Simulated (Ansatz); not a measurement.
Geometry optimisation, Ansatz 0.2.0, UKS PBE/def2-SVP.

The input (input.yaml):

```yaml
crystal:
  periodic: [false, false, false]
  atoms:
    - { symbol: Mg, position_ang: [-0.396937, 0.387851, 1.925884] }
    - { symbol: "N", position_ang: [1.09851, -0.295958, 0.678418] }
    - { symbol: C, position_ang: [1.233613, -1.653528, 0.192043] }
    - { symbol: Cl, position_ang: [-2.00632, 1.179697, 3.219499] }
    - { symbol: H, position_ang: [-0.287926, 0.802381, -0.828942] }
    - { symbol: C, position_ang: [-1.128541, 1.270938, -1.348906] }
    - { symbol: H, position_ang: [1.996851, 0.192825, 0.649817] }
    - { symbol: H, position_ang: [1.507115, -1.691407, -0.891924] }
    - { symbol: H, position_ang: [1.982939, -2.290007, 0.728146] }
    - { symbol: H, position_ang: [0.263198, -2.19368, 0.278609] }
    - { symbol: H, position_ang: [-2.091567, 0.949268, -0.902705] }
    - { symbol: H, position_ang: [-1.056729, 2.373453, -1.285378] }
    - { symbol: H, position_ang: [-1.114207, 0.968068, -2.414662] }
magnetization:
  spin_polarized: true
basis:
  gaussian: { orbitals: def2-SVP }
hamiltonian:
  xc: pbe
relax:
  f_tol: 0.03
  max_steps: 50
```

Command:

```bash
$ ansatz run input.yaml --threads 4 --pin off --max-ram 5120MiB --backend cpu --events-out ev --progress --plain --runs-dir out
```

Question: Where does it end, and by what steps?

Answer: The run converged. The force dipped under the threshold on the way, but the program's further checks kept it going. After 44 steps the energy has fallen by 0.276 eV; H7 moved furthest, 1.61 Å.

```json
{"step": "0", "energy less start (eV)": "0.0000", "largest force component (eV/Å)": "1.240", "accepted": "yes"}
{"step": "2", "energy less start (eV)": "-0.1843", "largest force component (eV/Å)": "0.251", "accepted": "yes"}
{"step": "4", "energy less start (eV)": "-0.1973", "largest force component (eV/Å)": "0.115", "accepted": "yes"}
{"step": "6", "energy less start (eV)": "-0.2115", "largest force component (eV/Å)": "0.163", "accepted": "yes"}
{"step": "8", "energy less start (eV)": "-0.2169", "largest force component (eV/Å)": "0.087", "accepted": "yes"}
{"step": "10", "energy less start (eV)": "-0.2195", "largest force component (eV/Å)": "0.113", "accepted": "yes"}
{"step": "12", "energy less start (eV)": "-0.2213", "largest force component (eV/Å)": "0.035", "accepted": "yes"}
{"step": "14", "energy less start (eV)": "-0.2221", "largest force component (eV/Å)": "0.025", "accepted": "yes"}
{"step": "16", "energy less start (eV)": "-0.2198", "largest force component (eV/Å)": "0.176", "accepted": "no"}
{"step": "18", "energy less start (eV)": "-0.2238", "largest force component (eV/Å)": "0.108", "accepted": "yes"}
{"step": "20", "energy less start (eV)": "-0.2270", "largest force component (eV/Å)": "0.212", "accepted": "yes"}
{"step": "22", "energy less start (eV)": "-0.2361", "largest force component (eV/Å)": "0.188", "accepted": "yes"}
{"step": "24", "energy less start (eV)": "-0.2469", "largest force component (eV/Å)": "0.134", "accepted": "yes"}
{"step": "26", "energy less start (eV)": "-0.2550", "largest force component (eV/Å)": "0.185", "accepted": "yes"}
{"step": "28", "energy less start (eV)": "-0.2637", "largest force component (eV/Å)": "0.060", "accepted": "yes"}
{"step": "30", "energy less start (eV)": "-0.2678", "largest force component (eV/Å)": "0.051", "accepted": "yes"}
{"step": "32", "energy less start (eV)": "-0.2684", "largest force component (eV/Å)": "0.226", "accepted": "no"}
{"step": "34", "energy less start (eV)": "-0.2712", "largest force component (eV/Å)": "0.133", "accepted": "yes"}
{"step": "36", "energy less start (eV)": "-0.2733", "largest force component (eV/Å)": "0.042", "accepted": "yes"}
{"step": "38", "energy less start (eV)": "-0.2742", "largest force component (eV/Å)": "0.022", "accepted": "yes"}
{"step": "40", "energy less start (eV)": "-0.2754", "largest force component (eV/Å)": "0.046", "accepted": "yes"}
{"step": "42", "energy less start (eV)": "-0.2754", "largest force component (eV/Å)": "0.184", "accepted": "no"}
{"step": "44", "energy less start (eV)": "-0.2764", "largest force component (eV/Å)": "0.005", "accepted": "yes"}
```

```xyz
13
Properties=species:S:1:pos:R:3
Mg -0.750 0.000 0.928
N 0.835 -0.748 0.173
C 1.659 -1.849 0.641
Cl -2.502 0.474 2.222
H -0.956 0.768 -1.455
C -1.228 1.792 -1.119
H 1.246 -0.334 -0.671
H 1.758 -2.681 -0.101
H 2.701 -1.550 0.918
H 1.222 -2.309 1.555
H -2.008 1.780 -0.328
H -0.328 2.336 -0.772
H -1.650 2.322 -1.992
```

Time of the run: 2.8 min on 4 threads of Arm Neoverse N1 (shared host), peak memory 0.21 GiB.
